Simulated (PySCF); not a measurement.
Compound: C₅H₁₁OSi (doublet state).
Z-matrix (Å and degrees, GFN2-xTB geometry), rows numbered from 1:
```
O 
C   1  1.4094
C   2  1.5238  1  113.51
C   3  1.5564  2  112.41  1   -58.26
C   4  1.4793  3  107.70  2  -155.75
C   5  1.4703  4  113.96  3    48.42
Si  3  1.9163  2  115.35  1  -178.01
H   1  0.9639  2  108.48  3   -54.14
H   2  1.0925  1  105.04  3  -120.91
H   2  1.1018  1  110.14  3   122.88
H   3  1.0973  2  107.50  1    60.00
H   4  1.0967  3  107.05  2   -37.07
H   4  1.0905  3  111.68  2    80.37
H   5  1.0756  4  120.87  3  -109.03
H   6  1.0943  5  111.30  4    74.63
H   6  1.0869  5  112.92  4  -164.28
H   7  1.4640  3  112.31  2  -112.60
H   7  1.4638  3  112.96  2    13.77
```

The hyperfine couplings belong to this conformer and change with its torsions.

Identity: `C1[C@@H](CO)[SiH2]C[CH]1` [radical].

The calculation used UKS B3LYP, pcH-1 on C H O Si, non-relativistic, mean-field spin-orbit, GIAO (PySCF). The structure is a single GFN2-xTB conformer in the gas phase; no vibrational or solvent corrections. Couplings are sensitive to structure, and on GFN2-xTB geometries they can be far from those on DFT ones. No stability test was run, so a lower SCF solution isn't excluded.

The largest Mulliken spin populations are on C5 (+0.98), C6 (-0.08), C4 (-0.08) and Si7 (+0.06). No atom but C5 exceeds +0.15. The angles at C5 add up to 355.9°, so it is nearly planar; its axial dipolar tensor and the negative coupling of its proton fit spin in a p orbital normal to that plane.

Problem. List the C–H protons on four-coordinate carbons next to a three-coordinate spin centre, with their couplings and θ (C–H bond against the normal to the plane of the centre's neighbours, projected along the bond that joins the two).

Solution. 
```
β H  on  centre  θ (°)  cos²θ   a (G)
H12  C4      C5     31   0.73  +31.89
H13  C4      C5     89   0.00   +1.25
H15  C6      C5     25   0.83  +44.31
H16  C6      C5     84   0.01   +1.46
```

Fitting the Heller–McConnell form a = ρ(B0 + B2 cos²θ), with Mulliken ρ = 0.98, gives B0 = 0.8 G and B2 = 49.1 G, with a largest miss of 4.2 G. By this fit the coupling would be 49.0 G at θ = 0° and 0.8 G at 90°.

Couplings in gauss use g_iso = 2.0025.

On AMD EPYC, one thread, shared host, this took 2.4 min (with the writing of density and orbital grids) and 0.97 GiB of memory at its peak.
